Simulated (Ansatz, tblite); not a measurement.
Cost and result up the ladder for GaH2Me (CH₅Ga) (7 atoms). Charge 0, multiplicity 1. Geometry: PBE0-D4/def2-TZVP.

```xyz
7

Ga   -0.813    0.681    0.041
H    -2.293    0.156   -0.076
H    -0.570    2.220    0.262
C     0.698   -0.573   -0.059
H     0.871   -0.998    0.936
H     1.620   -0.080   -0.371
H     0.486   -1.405   -0.733
```

Ansatz on 4 threads of Intel Xeon on a shared host; xTB runs through tblite on one thread. Times are rough, summed over both states, and most runs start from the orbitals of an earlier one. PBE0-D4/def2-TZVP serves as the yardstick here, not as an exact answer. The other state is a triplet.

The xTB rows come from tblite. HOMO above LUMO, or a gap near zero within one spin, warns that the state may not be the lowest or that an electron is smeared out.

Run but left out: PBE-D4/def2-TZVP (triplet: an occupied level 0.32 eV above an empty one).

xTB has no spin-polarisation term.

```json
{"level": "GFN2-xTB", "functions": "18", "wall time": "0.005 s", "vertical triplet (eV)": "5.55", "difference from PBE0-D4/def2-TZVP (eV)": "0.75", "remarks": "–"}
{"level": "GFN1-xTB", "functions": "23", "wall time": "0.008 s", "vertical triplet (eV)": "6.96", "difference from PBE0-D4/def2-TZVP (eV)": "2.17", "remarks": "–"}
{"level": "PBE0-D4/def2-TZVP (with forces)", "functions": "109", "wall time": "3.7 s", "vertical triplet (eV)": "4.80", "difference from PBE0-D4/def2-TZVP (eV)": "0.00", "remarks": "–"}
{"level": "r2SCAN-D4/def2-TZVP", "functions": "109", "wall time": "3.9 s", "vertical triplet (eV)": "4.57", "difference from PBE0-D4/def2-TZVP (eV)": "-0.23", "remarks": "gap within one spin near zero (triplet)"}
```
